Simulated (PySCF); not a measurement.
A structure optimised at PBE-D3(BJ)/def2-SVP, used in a PySCF frequency run:

```xyz
14

C      2.2964     1.3003    -0.3193
O      0.9501     0.8687    -0.1782
Si     0.4731    -0.7656    -0.1602
O      1.0801    -1.6072     1.1650
Si    -1.8393    -0.2775    -0.1560
O     -1.8315     1.4075    -0.0875
H      2.7663     0.8846    -1.2395
H      2.9154     0.9963     0.5534
H      2.3106     2.4066    -0.3907
H      1.1095    -1.4679    -1.3260
H      0.6346    -1.4094     2.0079
H     -2.5330    -0.8695     1.0460
H     -2.5507    -0.7942    -1.3799
H     -0.8934     1.7015    -0.1238
```

Question: Write its SMILES and formula.

Answer: CO[Si@@H](O)[SiH2]O, CH8O3Si2

Question: What are its rotational constants (standard atomic weights)?

Answer: 2.8921, 1.6146, 1.1458 GHz
